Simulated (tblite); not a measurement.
Q: What does the GFN2-xTB structure of `[C]#CC#CCCC#C` [radical] look like in three dimensions? (Doublet state.)

A: 
```xyz
13
C8H5 angstrom
C     -4.8678    0.0386    1.1049
C     -3.8306   -0.1483    0.4877
C     -2.5502    0.0532    0.0847
C     -1.4173    0.2262   -0.3123
C     -0.0628    0.3524   -0.7819
C      0.9333   -0.3427    0.1653
C      2.2860   -0.1965   -0.3299
C      3.3875   -0.0565   -0.7752
H      0.0165   -0.0859   -1.7825
H      0.1865    1.4160   -0.8631
H      0.6902   -1.4064    0.2427
H      0.8618    0.0970    1.1643
H      4.3627    0.0535   -1.1449
```

Any rigid rotation of these coordinates is as good. Atoms count from 1 in this order. The 7 C–C bonds span 1.196 Å (C7≡C8, drawn triple) to 1.540 Å (C5–C6, drawn single), a spread of 0.344 Å.

Bonds between heavy atoms (Å): C1≡C2 1.221, C2–C3 1.357, C3≡C4 1.213, C4–C5 1.439, C5–C6 1.540, C6–C7 1.448, C7≡C8 1.196.

Structure optimised with GFN2-xTB, isolated species. This method treats the open shell by occupation alone, without spin polarisation.

Point group: C1 (no symmetry element, even within 0.4 Å). Its GFN2-xTB frequencies are all real (lowest 44 cm⁻¹). Torsions: C4–C5–C6–C7 180°.

One conformer stands for the species.

All values are computed, not measured.
